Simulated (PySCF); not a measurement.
## Computed spin Hamiltonian

C5H8F3 (doublet state).
Z-matrix (Å and degrees, GFN2-xTB geometry), rows numbered from 1:
```
C 
C   1  1.5226
C   2  1.5412  1  111.02
C   3  1.4760  2  111.91  1    66.80
F   4  1.3459  3  117.15  2    56.70
C   3  1.5454  2  108.91  1  -171.33
F   6  1.3533  3  110.88  2    59.14
F   6  1.3535  3  110.41  2   176.25
H   1  1.0877  2  110.62  3    61.17
H   1  1.0876  2  110.49  3   -58.97
H   1  1.0868  2  110.08  3  -179.00
H   2  1.0907  1  109.78  3  -120.62
H   2  1.0915  1  109.84  3   120.48
H   3  1.0941  2  110.04  1   -54.04
H   4  1.0741  3  125.55  2  -147.06
H   6  1.0998  3  112.96  2   -62.44
```

The hyperfine couplings belong to this conformer and change with its torsions.

The species is `CC[C@@H]([CH]F)C(F)F` [radical].

Method used: UKS B3LYP, pcH-1 on C F H, non-relativistic, mean-field spin-orbit, GIAO (PySCF 2.14.0). One conformer (not necessarily the lowest) at the GFN2-xTB geometry, without solvent, vibrations or thermal averaging. Couplings are sensitive to structure, and on GFN2-xTB geometries they can be far from those on DFT ones. No stability test was run, so a lower SCF solution isn't excluded.

* g1, g2, g3: 2.00205, 2.00461, 2.00508
* g_iso: 2.00392
* Form of g: rhombic: the two nearest values differ by 15 % of g3 − g1
* ⟨S²⟩: 0.7536 (exact 0.7500)
* α and β electrons: 33, 32
* Basis functions: 280

Hyperfine couplings atom by atom, in mT; T1 to T3 are the principal values of the dipolar part (MHz turned into mT with g_iso):

```json
{"atom": "C1", "isotope": "13C", "a_iso": "0.09", "T1": "-0.05", "T2": "-0.01", "T3": "0.06", "Mulliken spin population": "0.01"}
{"atom": "C2", "isotope": "13C", "a_iso": "1.10", "T1": "-0.13", "T2": "-0.11", "T3": "0.24", "Mulliken spin population": "0.03"}
{"atom": "C3", "isotope": "13C", "a_iso": "-0.91", "T1": "-0.07", "T2": "-0.04", "T3": "0.11", "Mulliken spin population": "-0.05"}
{"atom": "C4", "isotope": "13C", "a_iso": "5.37", "T1": "-3.05", "T2": "-2.96", "T3": "6.01", "Mulliken spin population": "0.95"}
{"atom": "F5", "isotope": "19F", "a_iso": "5.53", "T1": "-9.60", "T2": "-8.25", "T3": "17.85", "Mulliken spin population": "0.07"}
{"atom": "C6", "isotope": "13C", "a_iso": "2.66", "T1": "-0.22", "T2": "-0.19", "T3": "0.41", "Mulliken spin population": "0.04"}
{"atom": "F7", "isotope": "19F", "a_iso": "0.78", "T1": "-0.81", "T2": "-0.71", "T3": "1.52", "Mulliken spin population": "0.01"}
{"atom": "F8", "isotope": "19F", "a_iso": "0.29", "T1": "-0.38", "T2": "-0.16", "T3": "0.54", "Mulliken spin population": "0.00"}
{"atom": "H9", "isotope": "1H", "a_iso": "0.01", "T1": "-0.07", "T2": "-0.06", "T3": "0.13", "Mulliken spin population": "0.00"}
{"atom": "H10", "isotope": "1H", "a_iso": "0.05", "T1": "-0.20", "T2": "-0.13", "T3": "0.33", "Mulliken spin population": "0.00"}
{"atom": "H11", "isotope": "1H", "a_iso": "-0.03", "T1": "-0.06", "T2": "-0.04", "T3": "0.10", "Mulliken spin population": "0.00"}
{"atom": "H12", "isotope": "1H", "a_iso": "-0.02", "T1": "-0.10", "T2": "-0.05", "T3": "0.16", "Mulliken spin population": "0.00"}
{"atom": "H13", "isotope": "1H", "a_iso": "-0.10", "T1": "-0.14", "T2": "-0.09", "T3": "0.23", "Mulliken spin population": "0.00"}
{"atom": "H14", "isotope": "1H", "a_iso": "0.15", "T1": "-0.22", "T2": "-0.15", "T3": "0.37", "Mulliken spin population": "0.00"}
{"atom": "H15", "isotope": "1H", "a_iso": "-1.94", "T1": "-1.37", "T2": "-0.07", "T3": "1.44", "Mulliken spin population": "-0.04"}
{"atom": "H16", "isotope": "1H", "a_iso": "-0.09", "T1": "-0.15", "T2": "-0.06", "T3": "0.21", "Mulliken spin population": "0.00"}
```

The largest Mulliken spin populations are on C4 (+0.95) and F5 (+0.07). C4 is the only atom above +0.15. The angles at C4 add up to 356.1°, so it is nearly planar; its axial dipolar tensor and the negative coupling of its proton fit spin in a p orbital normal to that plane.

Axes: g2 points within 7° of the C4–F5 bond.

Under fast tumbling the dipolar parts average out, and these isotropic splittings remain (the largest six): 1 × 19F (F5, I = 1/2, 2 lines) with 5.53 mT, 1 × 1H (H15, I = 1/2, 2 lines) with 1.94 mT, 1 × 19F (F7, I = 1/2, 2 lines) with 0.78 mT, 1 × 19F (F8, I = 1/2, 2 lines) with 0.29 mT, 1 × 1H (H14, I = 1/2, 2 lines) with 0.15 mT and 1 × 1H (H13, I = 1/2, 2 lines) with 0.10 mT.

The 13C coupling of C4 (150.5 MHz) shows only in satellite lines or after enrichment, since that isotope makes up about 1.07 % of natural carbon.
